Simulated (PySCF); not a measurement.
The dipole of `FC(C(C1[SiH2]C[SiH2]1)=O)(F)F` from its density and from atomic charges.

Coordinates (PBE0-D3(BJ)/def2-SVP, Å) and charges (e) from the PBE0/pcSseg-1 density (PySCF):

| atom | x | y | z | Mulliken | IAO | Hirshfeld | ESP-fitted |
| --- | --- | --- | --- | --- | --- | --- | --- |
| O1 | -0.417 | -1.893 | 0.196 | -0.3522 | -0.4107 | -0.2193 | -0.4189 |
| C2 | -0.995 | -0.832 | 0.144 | +0.1888 | +0.3314 | +0.1228 | +0.3916 |
| C3 | -0.358 | 0.493 | 0.257 | -0.8065 | -0.7091 | -0.2131 | -0.5255 |
| Si4 | 0.869 | 0.731 | -1.228 | +0.6503 | +0.7836 | +0.3512 | +0.5043 |
| C5 | 2.313 | 0.098 | -0.184 | -0.7851 | -0.8341 | -0.2484 | -0.6012 |
| Si6 | 1.234 | 0.417 | 1.340 | +0.6706 | +0.7759 | +0.3458 | +0.4960 |
| C7 | -2.519 | -0.818 | -0.109 | +0.8421 | +0.7723 | +0.2496 | +0.6032 |
| F8 | -2.782 | -0.143 | -1.234 | -0.2673 | -0.2803 | -0.0886 | -0.2149 |
| F9 | -3.147 | -0.198 | 0.893 | -0.2663 | -0.2781 | -0.0885 | -0.2079 |
| F10 | -3.009 | -2.037 | -0.225 | -0.2417 | -0.2537 | -0.0781 | -0.1980 |
| H11 | -1.074 | 1.310 | 0.416 | +0.1770 | +0.1724 | +0.0393 | +0.1517 |
| H12 | 0.496 | -0.053 | -2.440 | -0.0407 | -0.0988 | -0.0658 | -0.0775 |
| H13 | 0.968 | 2.184 | -1.551 | -0.0488 | -0.1074 | -0.0666 | -0.0911 |
| H14 | 2.426 | -0.989 | -0.334 | +0.1963 | +0.1769 | +0.0489 | +0.1856 |
| H15 | 3.293 | 0.586 | -0.265 | +0.1785 | +0.1660 | +0.0455 | +0.1676 |
| H16 | 1.481 | 1.770 | 1.921 | -0.0555 | -0.1130 | -0.0713 | -0.0960 |
| H17 | 1.202 | -0.617 | 2.412 | -0.0396 | -0.0933 | -0.0635 | -0.0693 |

What dipole does each set of charges give (1 e·Å = 4.803 D), and what does the density give?

The full density gives (2.09, 2.37, -0.06) D, 3.16 D in size; dipole vectors point from the negative to the positive end.

| scheme | μx | μy | μz | size (D) | share of the full size (%) | angle to the full dipole (°) |
| --- | --- | --- | --- | --- | --- | --- |
| Mulliken | 3.31 | 3.12 | -0.08 | 4.55 | 144 | 5 |
| IAO | 3.05 | 3.48 | 0.10 | 4.63 | 146 | 2 |
| Hirshfeld | 1.35 | 1.78 | -0.10 | 2.24 | 71 | 4 |
| ESP-fitted | 2.15 | 2.39 | -0.05 | 3.22 | 102 | 1 |

Which set comes closest?

Length of the difference vector: ESP-fitted 0.07 D, Hirshfeld 0.95 D, Mulliken 1.43 D, IAO 1.47 D. Closest: ESP-fitted. 

What is left for the Hirshfeld atoms' own dipoles?

The Hirshfeld atoms' densities add up to the full density, so μ = Σ q r + Σ (atomic dipoles). The atomic dipoles sum to (2.09, 2.37, -0.06) − (1.35, 1.78, -0.10) = (0.74, 0.59, 0.04) D, 0.95 D in size.

With the origin at the mean of the coordinates, (-0.001, 0.001, 0.000) Å, which are the largest single terms, by size, of the Mulliken dipole along the direction of the full one?

C7 -9.21, C5 -6.06, F10 +4.08, Si4 +3.58, Si6 +3.55 D; all 17 atoms together +4.53 D. The single terms depend on the origin, their sum doesn't.

Give the size of the full dipole in other units.

3.16 D = 1.245 au = 0.659 e·Å = 10.55 × 10⁻³⁰ C·m.

One conformer (not necessarily the lowest) at the PBE0-D3(BJ)/def2-SVP geometry, without solvent, vibrations or thermal averaging.

These values come from a run that also computed NMR shieldings. On one thread of an Arm Neoverse N1 (shared host), this took 98 s (with the writing of density and orbital grids) and 0.99 GiB of memory at its peak.

Conformer computed: `[O:1]=[C:2]([CH:3]1[SiH2:4][CH2:5][SiH2:6]1)[C:7]([F:8])([F:9])[F:10]`: O1–C2–C3–Si4 63°, O1–C2–C7–F8 -120°.
